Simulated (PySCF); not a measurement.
**Reproducing measurements on C8H10**

**Measured values to compare with.**

From NIST CCCBDB Release 22 (SRD 101), experimental dipoles, for the gas: dipole moment (dielectric constant against temperature) 0.59 D.

How close the calculation comes is told at the end.

Species: C₈H₁₀.
Atom-mapped SMILES: `[CH3:1][CH2:2][c:3]1[cH:4][cH:5][cH:6][cH:7][cH:8]1` (hydrogens: H9, H10, H11 on C1; H12, H13 on C2; H14 on C4; H15 on C5; H16 on C6; H17 on C7; H18 on C8)

Geometry (GFN2-xTB, Å), atoms numbered from 1 in this order:
```xyz
18
C8H10 angstrom
C     -2.388   -0.463   -0.644
C     -1.656    0.140    0.557
C     -0.172    0.147    0.316
C      0.608   -0.945    0.676
C      1.967   -0.958    0.418
C      2.565    0.123   -0.206
C      1.797    1.215   -0.571
C      0.438    1.225   -0.312
H     -3.462   -0.469   -0.471
H     -2.183    0.115   -1.542
H     -2.058   -1.486   -0.814
H     -1.884   -0.447    1.449
H     -2.010    1.160    0.718
H      0.145   -1.791    1.165
H      2.561   -1.814    0.704
H      3.626    0.115   -0.406
H      2.258    2.061   -1.060
H     -0.158    2.081   -0.597
```

The PySCF runs (gas phase, on this GFN2-xTB geometry; no spin–orbit coupling):

```json
{"level": "PBE0/pcSseg-1", "job": "shieldings, ring-centre shieldings, charges and field gradients", "basis functions": "186", "wall time": "29 s"}
```

Hardware: Arm Neoverse V1, one thread (shared host).

## Comparison

**Dipole moment.** Measured: 0.59 D (NIST CCCBDB Release 22 (SRD 101), experimental dipoles).

| level | computed (D) | computed − measured (D) | % (from the printed values) |
| --- | --- | --- | --- |
| PBE0/pcSseg-1 | 0.40 | -0.19 | -32 |

The computed dipoles belong to one fixed geometry; measured ones are averaged over vibrations unless marked μe. Magnitudes are compared, not signs.

The geometry is computed, not the measured one. Where a level misses, the cause wasn't examined.
